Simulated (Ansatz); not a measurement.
# Molecular dynamics of LiCa32

Input:

```yaml
accuracy: low
crystal:
  lattice:
    - [11.16, 0.0, 0.0]
    - [0.0, 11.16, 0.0]
    - [0.0, 0.0, 11.16]
  atoms:
    - { symbol: Ca, position: [0.50012138, -8.935e-05, 0.00115035] }
    - { symbol: Ca, position: [0.75217894, 0.25228889, -0.00213213] }
    - { symbol: Ca, position: [0.74877971, -8.866e-05, 0.24978595] }
    - { symbol: Ca, position: [-2.5e-06, 0.00015727, 0.00572351] }
    - { symbol: Ca, position: [0.24788653, 0.25209902, -0.00194638] }
    - { symbol: Ca, position: [0.49979302, 0.49999733, 0.00572167] }
    - { symbol: Ca, position: [0.75232988, 0.74765412, -0.00228266] }
    - { symbol: Ca, position: [0.25138542, -8.606e-05, 0.24979781] }
    - { symbol: Ca, position: [0.50011438, 0.24863329, 0.24979344] }
    - { symbol: Ca, position: [0.74427532, 0.49999959, 0.25037849] }
    - { symbol: Ca, position: [0.50010982, -8.649e-05, 0.49855221] }
    - { symbol: Ca, position: [0.75184972, 0.25195325, 0.50201951] }
    - { symbol: Ca, position: [0.74427657, 0.0001585, 0.75000154] }
    - { symbol: Ca, position: [0.00013476, 0.49989146, 0.02357631] }
    - { symbol: Ca, position: [0.2477433, 0.74785072, -0.00208601] }
    - { symbol: Ca, position: [2.0e-08, 0.2442779, 0.25039112] }
    - { symbol: Ca, position: [0.25572193, 0.49999964, 0.25039349] }
    - { symbol: Ca, position: [0.50011692, 0.75124189, 0.24979007] }
    - { symbol: Ca, position: [3.78e-06, 0.00016615, 0.49428331] }
    - { symbol: Ca, position: [0.24820172, 0.25178447, 0.50184746] }
    - { symbol: Ca, position: [0.4997778, 0.50000087, 0.4942852] }
    - { symbol: Ca, position: [0.75198267, 0.74800396, 0.50215519] }
    - { symbol: Ca, position: [0.2557199, 0.0001653, 0.74999505] }
    - { symbol: Ca, position: [0.49978301, 0.24428218, 0.7500001] }
    - { symbol: Ca, position: [0.72684325, 0.49990211, 0.7497741] }
    - { symbol: Ca, position: [1.78e-06, 0.75572446, 0.25038165] }
    - { symbol: Ca, position: [9.561e-05, 0.49993445, 0.47826354] }
    - { symbol: Ca, position: [0.24807599, 0.74817952, 0.50197492] }
    - { symbol: Ca, position: [0.00010327, 0.22773931, 0.74981533] }
    - { symbol: Ca, position: [0.27213768, 0.49992506, 0.74981255] }
    - { symbol: Ca, position: [0.49978846, 0.7557213, 0.74999682] }
    - { symbol: Ca, position: [0.00012539, 0.77303027, 0.74977166] }
    - { symbol: Li, position: [-0.00103039, 0.50077796, 0.75185782] }
basis:
  ecutwfc: 420.0
kpoints:
  mp_grid: { grid: [1, 1, 1] }
hamiltonian:
  xc: pbe
scf:
  occupations: { method: fermi_dirac, width: 0.05 }
  lower_state_search: "off"
md:
  timestep: 1
  n_steps: 300
  ensemble: nvt_nose_hoover
  temperature: 600.0
  initial_velocities: maxwell_boltzmann
  seed: 14814
  nose_hoover: { tau: 200.0, chain_length: 3 }
```

Launched with:

```bash
$ ansatz run input.yaml --threads 4 --pin off --max-ram 10240MiB --backend cpu --events-out ev --progress --plain --runs-dir out
```

It starts from a relaxed structure.

Output, in part (step lines):

```
md step     0: t =     0.00 fs  T =   600.0 K  F+E_penalty+E_count = -58345.88906804 eV  E_kin = 2.481792 eV  conserved = -58343.40727606 eV  (8 SCF iters)
md step     1: t =     1.00 fs  T =   599.7 K  F+E_penalty+E_count = -58345.88772245 eV  E_kin = 2.480446 eV  conserved = -58343.40727616 eV  (6 SCF iters)
md step     2: t =     2.00 fs  T =   598.7 K  F+E_penalty+E_count = -58345.88385419 eV  E_kin = 2.476579 eV  conserved = -58343.40727568 eV  (6 SCF iters)
md step     3: t =     3.00 fs  T =   597.2 K  F+E_penalty+E_count = -58345.87747382 eV  E_kin = 2.470200 eV  conserved = -58343.40727454 eV  (6 SCF iters)
md step     4: t =     4.00 fs  T =   595.1 K  F+E_penalty+E_count = -58345.86860141 eV  E_kin = 2.461330 eV  conserved = -58343.40727279 eV  (6 SCF iters)
md step     5: t =     5.00 fs  T =   592.3 K  F+E_penalty+E_count = -58345.85726647 eV  E_kin = 2.449999 eV  conserved = -58343.40727066 eV  (2 SCF iters)
md step     6: t =     6.00 fs  T =   589.0 K  F+E_penalty+E_count = -58345.84350776 eV  E_kin = 2.436247 eV  conserved = -58343.40726786 eV  (3 SCF iters)
md step     7: t =     7.00 fs  T =   585.1 K  F+E_penalty+E_count = -58345.82737300 eV  E_kin = 2.420121 eV  conserved = -58343.40726443 eV  (2 SCF iters)
[... lines left out ...]
```

The steps, from the saved trajectory:

```
time (fs)  T (K)  potential energy less start (eV)  conserved less start (meV/atom)
      0.0    600                             0.000                             0.00
     10.0    570                             0.124                             0.00
     20.0    491                             0.452                             0.00
     30.0    389                             0.877                             0.00
     40.0    289                             1.294                             0.01
     50.0    205                             1.646                             0.01
     60.0    146                             1.898                             0.01
     70.0    121                             2.009                             0.01
     80.0    137                             1.949                             0.01
     90.0    189                             1.751                             0.01
    100.0    252                             1.512                             0.00
    110.0    302                             1.336                             0.00
    120.0    330                             1.257                             0.00
    130.0    343                             1.242                             0.00
    140.0    351                             1.254                             0.00
    150.0    354                             1.283                             0.00
    160.0    353                             1.330                             0.01
    170.0    347                             1.391                             0.01
    180.0    339                             1.461                             0.01
    190.0    335                             1.513                             0.01
    200.0    342                             1.515                             0.01
    210.0    361                             1.465                             0.01
    220.0    384                             1.400                             0.00
    230.0    402                             1.359                             0.00
    240.0    411                             1.352                             0.01
    250.0    415                             1.365                             0.01
    260.0    420                             1.374                             0.01
    270.0    428                             1.373                             0.01
    280.0    428                             1.403                             0.00
    290.0    406                             1.522                             0.00
    300.0    365                             1.720                             0.01
```

All steps were run. The conserved energy stayed within 0.008 meV per atom of its start (net change 0.0064 meV per atom), so the integration is sound. The mean temperature of the second half is 36 % below the set value. A run of 0.3 ps of so small a system gives no equilibrium averages. Limits of this set-up: coarse k mesh, low accuracy level.

Mean squared displacements from the first frame to the last, about the centre of mass: Ca 0.10 Å², Li 1.49 Å².

Last frame:

```xyz
33
Lattice="11.1600 0.0000 0.0000 0.0000 11.1600 0.0000 0.0000 0.0000 11.1600" Properties=species:S:1:pos:R:3
Ca 5.693 0.086 0.227
Ca 8.507 2.944 -0.104
Ca 8.287 0.285 2.824
Ca 0.041 -0.015 -0.076
Ca 2.871 2.871 0.116
Ca 5.617 5.605 0.356
Ca 8.229 8.702 -0.178
Ca 2.875 0.063 2.698
Ca 5.692 2.830 3.069
Ca 8.621 5.792 2.552
Ca 5.740 -0.129 5.507
Ca 8.371 3.195 5.610
Ca 8.286 0.182 8.195
Ca -0.021 5.557 -0.115
Ca 2.929 8.127 0.221
Ca 0.164 2.920 2.580
Ca 2.775 5.418 2.694
Ca 5.585 8.332 2.932
Ca -0.130 0.016 5.483
Ca 2.766 2.496 5.612
Ca 5.360 5.656 5.458
Ca 8.554 8.325 5.785
Ca 2.832 -0.425 8.598
Ca 5.377 2.649 8.613
Ca 7.908 5.863 8.748
Ca -0.330 8.294 2.607
Ca -0.187 5.726 5.144
Ca 2.852 8.570 5.564
Ca 0.354 2.459 8.488
Ca 2.841 5.355 8.229
Ca 5.530 8.135 8.292
Ca 0.045 8.188 8.294
Li -0.705 4.734 7.866
```

Run time: 6.1 min on 4 threads of Intel(R) Xeon(R) 6975P-C (Granite Rapids), with other jobs on the host, peak memory 1.3 GiB.
